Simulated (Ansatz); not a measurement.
`[SiH3][N]([SiH3])[GeH3]` + `O[SiH](F)[SiH3]` → `F[SiH]([SiH3])O[SiH3]` + `[SiH3][NH][GeH3]`  (ligand exchange at the Si–N bond)

Program: Ansatz. Geometries: PBE0-D4/def2-TZVP. ΔE: electronic, gas phase. CBS: MP2 limit from def2 TZ/QZ plus the TZ coupled-cluster correction, frozen cores. Functionals use def2-TZVPP. HSE06 is defined as in plane-wave codes. For Ge outer-core shells are correlated without core-valence functions, which leaves a few kJ/mol of doubt a bond. Scalar relativity is left out up to krypton. One conformer a species, not always the lowest.

```
             level  ΔE (eV)
       LDA (SPW92)    -0.37
         revPBE-D4    -0.36
            B97M-V    -0.49
           PBE0-D4    -0.41
        r2SCAN0-D4    -0.46
          HSE06-D4    -0.41
           ωB97M-V    -0.44
SCS-MP2/def2-TZVPP    -0.46
```

Q: What does CCSD(T)/CBS give? (An estimate is asked.)

A: Ansatz gave: -0.43 eV. The listed levels differ from it by 0.06, 0.07, -0.06, 0.02, -0.03, 0.02, -0.01, -0.03 eV.

Largest T1 diagnostic among the species: 0.013.

In def2-TZVPP, CCSD(T) changes the Hartree–Fock value by +0.22 eV (the triples alone add +0.03 eV) and MP2 by +0.24 eV. The D4 term adds +0.06 eV with B3LYP and +0.03 eV with PBE0; it sums over pairs of atoms, weighted by their polarisabilities, and B3LYP, whose exchange is more repulsive, gets the larger term. Leaving LDA and LC-ωPBE aside and taking each functional with its dispersion term where it has one, the values, not all of them listed here, spread over 0.16 eV, from CAM-B3LYP-D4 to revPBE-D4. LDA lies +0.06 eV from PBE without D4.

B3LYP here is the variant with VWN-RPA as its local correlation; programs differ in this.
